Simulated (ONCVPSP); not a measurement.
# u(r) = r·R(r): atom against pseudo-atom (Ga)

Columns: radius, all-electron u(r) and pseudo u(r) of the 4p shell (level -2.78 eV) of gallium in the configuration [Ar] 3d10 4s1.75 4p1.25; PBE, scalar-relativistic, ONCV scheme, ONCVPSP 4.0.1.

```tsv
r (bohr)	all-electron	pseudo
0.125	0.1229	0.0036
0.250	-0.0238	0.0144
0.375	-0.1694	0.0321
0.500	-0.2106	0.0563
0.625	-0.1712	0.0867
0.750	-0.0903	0.1227
0.875	0.0054	0.1636
1.000	0.1011	0.2082
1.125	0.1897	0.2551
1.250	0.2682	0.3025
1.375	0.3357	0.3491
1.500	0.3926	0.3936
1.625	0.4396	0.4347
1.750	0.4776	0.4714
1.875	0.5076	0.5026
2.000	0.5304	0.5276
2.125	0.5471	0.5459
2.250	0.5582	0.5579
2.375	0.5646	0.5646
2.500	0.5669	0.5669
2.625	0.5656	0.5656
2.750	0.5614	0.5614
2.875	0.5547	0.5547
3.000	0.5459	0.5459
3.125	0.5354	0.5354
3.250	0.5235	0.5234
```

Problem. How many radial nodes do the two functions have?

Solution. The all-electron 4p function has n − l − 1 = 2; the pseudo-wave has 0, since the states of the same l below it are removed with the core.

Problem. At about which radius was the pseudo-wave matched?

Solution. 2.50 bohr. The columns agree to 0.0005 from 2.25 bohr on; several derivatives are matched, so the curves merge somewhat inside the radius.

Problem. Where does each function peak?

Solution. Outermost all-electron maximum near 2.50 bohr, pseudo maximum near 2.50 bohr (to the table’s step).

Problem. Is the pseudo-wave norm-conserving?

Solution. Yes: the ONCV scheme keeps the norm inside the radius equal to the all-electron one, which fixes the energy derivative of the logarithmic derivative at the level.
